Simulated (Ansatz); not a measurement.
The cluster B₂Cl₂ (the lowest singlet isomer of a short search) was relaxed with r2SCAN-D4 (def2-TZVP) in Ansatz in these states: neutral quintet, neutral triplet. The geometries follow in no particular order.

A:

Cartesian coordinates in Å:
```
B -0.259 -0.691 -0.126
B 0.260 0.691 0.127
Cl -0.844 -2.252 -0.390
Cl 0.843 2.253 0.390
```

B:

```xyz
4

B    -0.5543    0.7754    0.4846
B     0.7633    0.3261    1.1002
Cl   -2.0124    1.2624   -0.2098
Cl    1.8034   -2.3639   -1.3750
```

Problem. Judge from the bond lengths which geometry belongs to which state (an estimate).

Solution. A is the neutral triplet (B2–Cl4 1.688 Å, B1–B2 1.498 Å, B1–Cl3 1.688 Å); B is the neutral quintet (B2–Cl4 3.801 Å, B1–B2 1.522 Å, B1–Cl3 1.687 Å).

At PBE0-D4/def2-TZVP a triplet lies 5.16 eV below the neutral quintet. These are the stationary points nearest to one start from a short search; other shapes may lie lower in each state. The neutral quintet has come apart into loosely held pieces.
